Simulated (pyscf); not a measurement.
## Routes from `[Cl][Ga]` [singlet] + `[OH][SiH3]`

Candidate steps break at most two bonds and form at most two. Each was searched with GFN2-xTB (tblite) first. PySCF, gas phase, ωB97X-D3(BJ)/def2-SVP geometries. Correlated levels are frozen-core, on RHF or UHF. ΔMP2 is the change of the MP2 total energy from the triple- to the quadruple-zeta basis. Energies: CCSD(T)/def2-TZVPP + ΔMP2(QZVPP), kcal/mol, from the separated reactants, singlet surface; ΔG‡ with ideal gas, 1 atm, RRHO with modes under 100 cm⁻¹ raised to 100, one conformer, R ln 2 for chiral ones without a mode under 150 cm⁻¹.

| products | type | ΔE‡ | ΔE | ΔG‡ 298 K | ΔG‡ 900 K | ν‡ (cm⁻¹) |
|---|---|---|---|---|---|---|
| HO–Ga(SiH₃)–Cl | insertion | 28.0 | -0.5 | 38.3 | 59.1 | 226i |
| H₃Si–O–GaH–Cl | insertion | 39.8 | -17.4 | 46.6 | 65.7 | 1526i |

Row 1: On the reactant side the descent ends in a bound adduct, 10.0 kcal/mol under the separated species and 34.7 kcal/mol under the saddle at ωB97X-D3(BJ)/def2-TZVP. Row 2: On the reactant side the descent ends in a bound adduct (not fully relaxed), 8.2 kcal/mol under the separated species and 48.9 kcal/mol under the saddle at ωB97X-D3(BJ)/def2-TZVP. 

Plain bond fissions and candidates not yet searched are not listed, and one of them may be faster. Each barrier is that of the saddle found; lower ones may exist. The CCSD(T) − MP2 part came from Ansatz, without density fitting, on the same reference. The frozen core leaves the outer d or s,p core shells of the metals and heavy elements correlated in the MP2 and CC values, and def2-TZVPP describes them poorly, which can shift differences by a few kcal/mol. Elements up to Kr have no core potential and no relativistic terms here.
